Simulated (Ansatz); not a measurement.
```xyz
10

C    -0.293    1.320   -0.652
C    -0.072   -0.162   -0.763
O    -0.115   -0.747   -1.813
Ge    0.308   -1.182    0.937
H     0.586    1.789   -0.200
H    -1.134    1.516    0.019
H    -0.487    1.754   -1.633
H     0.515   -2.656    0.579
H    -0.874   -1.023    1.910
H     1.566   -0.610    1.615
```

The species carries charge 0 and has multiplicity 1.

List the r2SCAN/def2-TZVPP orbital energies in eV (the Gaussian-basis code of Ansatz). (Estimate.)

Computed: Occupied: -10834.20, -1349.33, -1199.37, -1199.37, -1199.37, -515.93, -275.71, -273.45, -167.50, -117.19, -117.18, -117.17, -30.48, -30.48, -30.48, -30.41, -30.41, -27.84, -19.74, -15.30, -13.32, -11.59, -11.53, -11.23, -9.57, -9.55, -8.76, -8.74, -5.75. Lowest empty: -1.97, 0.37, 0.73, 0.88, 1.45, 1.99, 2.80, 3.34.
